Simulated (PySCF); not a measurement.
# [Nd(CH3)2]+: from a saddle point downhill

PySCF 2.14.0, RKS PBE0, Nd lcecp-1-SVP with ECP49, C def2-SVP, H def2-SVP; non-relativistic Hamiltonian with scalar-relativistic core potentials where named; density fitting; no spin-orbit coupling. Relaxed within the symmetry of its start, the geometry (C2v) is

```xyz
9

Nd    0.0000    0.0000   -0.2758
C     1.7406    0.0000    1.2447
H     2.7461    0.0000    0.7852
H     1.6696    0.8862    1.9049
H     1.6696   -0.8862    1.9049
C    -1.7406    0.0000    1.2447
H    -2.7461    0.0000    0.7852
H    -1.6696   -0.8862    1.9049
H    -1.6696    0.8862    1.9049
```

and its lowest harmonic modes are -86, -48, 107, 292, 320, 369 cm⁻¹ (negative: unstable). It was moved along the lowest mode and relaxed again, within the group C2 that the move left.

Q: Where does it end, and how much lower?

A: In C2, 0.002 eV lower, after 5 steps:
```xyz
9

Nd    0.0000    0.0000   -0.2688
C     1.7440    0.0211    1.2454
H     2.7285   -0.2231    0.8040
H     1.8321    1.0109    1.7352
H     1.5394   -0.7098    2.0517
C    -1.7440   -0.0211    1.2454
H    -2.7285    0.2231    0.8040
H    -1.8321   -1.0109    1.7352
H    -1.5394    0.7098    2.0517
```

Q: How do the contacts change?

A: 
```tsv
contact	saddle (Å)	end (Å)
Nd1–C2 (CH3)	2.311	2.310
Nd1–C6 (CH3)	2.311	2.310
```


Q: Is the end a minimum?

A: Yes, as far as the noise of the softest modes lets one tell (those above −25 cm⁻¹ count as noise); lowest modes 12, 30, 115, 294, 317, 374 cm⁻¹.

An lcecp potential fixes the number of 4f electrons, so in runs with it no electron can move into or out of that shell.

State: singlet in the valence, with the 4f electrons in the core potential.
